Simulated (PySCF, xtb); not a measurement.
Nb(O)(Cl)2(Me) (CH3Cl2NbO), SMILES [CH3][Nb](=[O])([Cl])[Cl], multiplicity 1.

GFN2-xTB (xtb) at its own geometry gives an orbital gap of 2.58 eV and a dipole moment of 4.68 D.

Geometry: PBE0-D3(BJ)/def2-SVP. The spin state was assumed, not searched. The structure was generated by enumeration; whether it is a known compound was not checked. The def2 effective core potentials stand for the cores of Nb; spin–orbit coupling is left out.

### Question
What does PySCF with M06-2X/def2-TZVP give? (The exact figures need the calculation; the answer reports its results.)

### Answer
gap 8.19 eV (levels -10.32 and -2.14 eV), dipole 2.22 D.
